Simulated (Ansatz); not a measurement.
An input meant for `FC(F)(F)c1sc(-c2sc(-c3sc(C(F)(F)F)c4c3OCCO4)c3c2OCCO3)c2c1OCCO2` (charge 0, singlet; atoms displaced at random, 0.15 Å in each coordinate).

```yaml
crystal:
  periodic: [false, false, false]
  atoms:
    - {symbol: F, position_ang: [7.248031, -0.431365, -1.566119]}
    - {symbol: C, position_ang: [6.736224, -0.845783, -0.423925]}
    - {symbol: F, position_ang: [7.180259, -0.620764, 0.746582]}
    - {symbol: F, position_ang: [6.713993, -2.678337, -0.520815]}
    - {symbol: C, position_ang: [5.451922, -0.800828, -0.109597]}
    - {symbol: S, position_ang: [3.626070, -1.468317, 0.057791]}
    - {symbol: C, position_ang: [2.765993, -0.248026, -0.057419]}
    - {symbol: C, position_ang: [1.260191, -0.415480, 0.218919]}
    - {symbol: S, position_ang: [0.473564, 0.878569, 0.154319]}
    - {symbol: C, position_ang: [-0.974465, -0.144330, 0.509480]}
    - {symbol: C, position_ang: [-2.119358, 0.453514, 0.325880]}
    - {symbol: S, position_ang: [-2.681417, 2.400143, 1.114567]}
    - {symbol: C, position_ang: [-4.484483, 2.089301, 0.845744]}
    - {symbol: C, position_ang: [-5.268751, 3.029580, 1.322965]}
    - {symbol: F, position_ang: [-6.027669, 3.836708, 0.333095]}
    - {symbol: F, position_ang: [-6.035176, 2.878935, 2.309509]}
    - {symbol: F, position_ang: [-4.498526, 4.010203, 1.993443]}
    - {symbol: C, position_ang: [-4.856593, 1.014605, 0.392311]}
    - {symbol: C, position_ang: [-3.815624, -0.057778, -0.171746]}
    - {symbol: O, position_ang: [-3.912052, -0.887781, -0.908227]}
    - {symbol: C, position_ang: [-5.353089, -1.646367, -0.678930]}
    - {symbol: C, position_ang: [-5.857838, -0.392724, -1.095633]}
    - {symbol: O, position_ang: [-5.888491, 0.748670, -0.088370]}
    - {symbol: C, position_ang: [-0.731036, -1.343954, 0.275885]}
    - {symbol: C, position_ang: [0.890231, -1.505721, -0.088755]}
    - {symbol: O, position_ang: [1.356420, -2.574864, 0.205481]}
    - {symbol: C, position_ang: [0.464940, -3.801162, 0.746138]}
    - {symbol: C, position_ang: [-0.864690, -3.465793, 0.078064]}
    - {symbol: O, position_ang: [-1.559966, -2.303202, 0.706867]}
    - {symbol: C, position_ang: [3.815648, 0.839746, -0.249296]}
    - {symbol: C, position_ang: [5.081093, 0.745909, -0.158585]}
    - {symbol: O, position_ang: [5.720426, 1.899185, -0.677840]}
    - {symbol: C, position_ang: [4.979538, 2.662997, -0.811671]}
    - {symbol: C, position_ang: [4.002088, 3.327794, -0.150662]}
    - {symbol: O, position_ang: [3.157963, 2.163860, -0.378234]}
    - {symbol: H, position_ang: [-5.296914, -1.916247, 0.104552]}
    - {symbol: H, position_ang: [-5.198183, -2.557931, -1.732506]}
    - {symbol: H, position_ang: [-5.886484, 0.126911, -2.056753]}
    - {symbol: H, position_ang: [-7.104798, -0.911234, -1.215549]}
    - {symbol: H, position_ang: [0.343818, -3.838519, 2.048205]}
    - {symbol: H, position_ang: [0.887514, -4.914821, 0.282928]}
    - {symbol: H, position_ang: [-0.880902, -3.844466, -0.957772]}
    - {symbol: H, position_ang: [-1.707320, -4.924464, 0.540031]}
    - {symbol: H, position_ang: [4.792702, 3.029494, -1.896171]}
    - {symbol: H, position_ang: [5.776726, 3.974759, -0.323260]}
    - {symbol: H, position_ang: [3.968533, 3.127100, 1.114962]}
    - {symbol: H, position_ang: [3.194692, 4.419458, -0.276909]}
basis:
  gaussian: {orbitals: "6-31G*", fitting: {mean_field: def2-universal-jkfit}}
total_charge: 3
magnetization: {spin_polarized: true, initial_magnetization: 1}
hamiltonian: {xc: {name: revPBE}, dispersion: d4, pseudopotentials: {relativity: scalar}}
scf: {omitted_lower_state_checks: [starts]}
output: {forces: true}
```

```sh
$ ansatz run in.yaml --threads 2 --pin off --events-out ev --progress --plain --max-ram 32768MiB --backend cuda --devices 0, --max-vram 18GiB
```

Output, abridged:

```
Functional definition: revPBE
3024 factors; integrals over basis functions are off by at most 9.5e-2 eV
mean field evaluation 1: about -81955.6459 eV, gradient 1.3e2 eV
mean field evaluation 2: about -80118.6997 eV, gradient 4.8e2 eV
mean field evaluation 4: about -81110.2860 eV, gradient 3.0e2 eV
mean field evaluation 8: about -82033.4407 eV, gradient 1.7e1 eV
mean field evaluation 16: about -82035.9190 eV, gradient 9.9e-2 eV
mean field -82035.91935494 eV, -3014.7644303507 hartree, gradient 2.4e-6 eV, S^2 1.065558; 0 other end points of the search recorded, 0 dependent functions left out
reference -82035.91943039 eV, -3014.7644331234 hartree; 140, 139 occupied and 421, 422 virtual orbitals, 3024 factors
Total energy: -82041.89165289 eV, -3014.9839082522 hartree
Relativity: scalar
Atom 0 force     0.407702     0.198568     1.311529 eV/Å
Atom 1 force     3.250153    -7.559481    -3.307035 eV/Å
Atom 2 force     5.069330     1.441193     2.504875 eV/Å
Atom 3 force     0.102862     3.394986     0.079830 eV/Å
Atom 4 force   -10.720973     5.440069    -0.354703 eV/Å
Atom 5 force     8.948390   -10.635054     0.354186 eV/Å
Atom 6 force    -1.549719     8.082262    -0.152701 eV/Å
Atom 7 force    14.500451     9.240636     0.448819 eV/Å
Atom 8 force    -5.185765     9.083387     0.804257 eV/Å
Atom 9 force     0.014641     8.808481    -0.025933 eV/Å
Atom 10 force    -8.823248     5.007152     0.780963 eV/Å
Atom 11 force     0.297879    -2.851601    -1.074745 eV/Å
Atom 12 force     9.422262     2.868284     1.999748 eV/Å
Atom 13 force    -3.778495    11.806948     1.297722 eV/Å
Atom 14 force     1.477280    -2.189343     0.929472 eV/Å
Atom 15 force    -4.683451    -3.719574     2.472027 eV/Å
Atom 16 force     2.602270     0.895207    -1.535742 eV/Å
Atom 17 force     9.387966    -8.748915    -1.957018 eV/Å
Atom 18 force     7.322620    13.226888    11.753024 eV/Å
Atom 19 force     2.460374   -11.321275    -7.466416 eV/Å
Atom 20 force     0.834829     4.744759   -24.104199 eV/Å
Atom 21 force   -10.856870     0.115968    -0.072596 eV/Å
Atom 22 force   -13.142562    -4.651532    -5.679524 eV/Å
Atom 23 force     3.886141    -8.509689    -1.480524 eV/Å
Atom 24 force   -13.976982    -9.213547    -0.540633 eV/Å
Atom 25 force     4.739424    -9.375964     1.299124 eV/Å
Atom 26 force    -1.062865    -1.590805     0.881558 eV/Å
Atom 27 force    -1.663738    -6.020501     3.078077 eV/Å
Atom 28 force     1.170006    -2.256393    -2.476198 eV/Å
Atom 29 force   -11.637926     3.815146     0.613422 eV/Å
Atom 30 force     4.745720    -5.440620     1.038274 eV/Å
Atom 31 force    18.064745   -21.832381     4.876045 eV/Å
Atom 32 force   -11.012445    26.090973   -10.934657 eV/Å
Atom 33 force    -7.013837     1.875820     9.757831 eV/Å
Atom 34 force    -2.560345    -3.740682    -1.154366 eV/Å
Atom 35 force     0.842337    -6.943118    19.533291 eV/Å
Atom 36 force    -0.959397     2.499103     3.311640 eV/Å
Atom 37 force     1.078188    -0.576426    -0.453914 eV/Å
Atom 38 force     2.047089     2.042626     0.748945 eV/Å
Atom 39 force     0.945286     0.514166    -3.667479 eV/Å
Atom 40 force    -0.653303     3.368134     1.258998 eV/Å
Atom 41 force    -0.628674     1.614590    -0.382609 eV/Å
Atom 42 force     1.687444     3.249617    -0.651551 eV/Å
Atom 43 force     0.639017    -0.435553     0.234220 eV/Å
Atom 44 force    -0.223257    -0.277746    -0.739218 eV/Å
Atom 45 force     1.055120     1.514213    -2.623606 eV/Å
Atom 46 force     3.134328    -3.048975    -0.532513 eV/Å
Dipole moment:    -0.711348    -1.506562    -1.021770 e Å
Checks for a lower state left out: starts
```

(1) What is wrong with this run?

Results:

(1) The charge is far from what the species holds (3 typed, 0 meant). The calculation finished and met its thresholds. The result belongs to that input, not to the species as meant. The charge 3 doublet is spin-contaminated (final ⟨S²⟩ up to 1.07, 0.75 for a pure state).
